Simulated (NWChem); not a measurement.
System: GaHSeF₂; SMILES [F][Ga]([F])[SeH]

The following NWChem deck was run.

```
start job
memory heap 200 mb stack 900 mb global 1100 mb
geometry units angstroms noautosym nocenter noautoz
  Ga     0.014888     0.768259     0.001523
  F     -1.423537     1.780965    -0.004095
  F      1.546328     1.638160     0.002901
  Se    -0.092071    -1.537920     0.006603
  H      1.393703    -1.583043     0.010159
end
basis spherical
  * library cc-pvtz
end
dft
  xc b3lyp
  iterations 150
end
property
  efieldgrad
end
task dft property
```

All runs use the structure optimised with PBE-D3(BJ)/def2-SVP.

Vzz is the largest principal value of the second derivative of the potential at the nucleus (NWChem prints the opposite sign); η is the asymmetry. Non-relativistic.

Atoms are numbered as in the input.

Q: Predict the main results of this run. (B3LYP/cc-pVTZ.) Quantities: Vzz Ga1 (a.u.); η Ga1; Vzz Se4 (a.u.); η Se4.

A: 
```json
{
  "Vzz Ga1 (a.u.)": "2.033",
  "η Ga1": "0.11",
  "Vzz Se4 (a.u.)": "-4.167",
  "η Se4": "0.47"
}
```
